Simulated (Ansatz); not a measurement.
`C[S][AlH][OH]` + HCl → `C[S][AlH][Cl]` + H₂O  (ligand exchange at the Al–O bond)

Gas-phase electronic energies from Ansatz, PBE0-D4/def2-TZVP geometries. CCSD(T)/CBS is the MP2 limit (def2-TZVPP, def2-QZVPP) plus CCSD(T) − MP2 in def2-TZVPP, frozen cores. This one scheme is used for every species. DFT in def2-TZVPP. One conformer a species, not always the lowest.

| species | r2SCAN0-D4 energy (Eh) |
| --- | --- |
| `C[S][AlH][OH]` | -756.98623 |
| HCl | -460.78281 |
| `C[S][AlH][Cl]` | -1141.36886 |
| H₂O | -76.41199 |

Question: Work out ΔE.

Answer: ΔE = (-1141.36886) + (-76.41199) − (-756.98623) − (-460.78281) = -0.01181 Eh = -31.0 kJ/mol. CCSD(T)/CBS gives -30.3 kJ/mol.

Largest T1 diagnostic among the species: 0.012.

Leaving LDA and LC-ωPBE aside and taking each functional with its dispersion term where it has one, the values, not all of them listed here, spread over 11.3 kJ/mol, from HSE06-D4 to CAM-B3LYP-D4. LDA lies +4.7 kJ/mol from PBE without D4. At CCSD(T), def2-SVP lies +3.7 kJ/mol from the extrapolated value and def2-TZVPP +4.9 kJ/mol. From PBE to PBE0 (25 % exact exchange), in def2-TZVPP and without D4, ΔE moves by −3.2 kJ/mol.
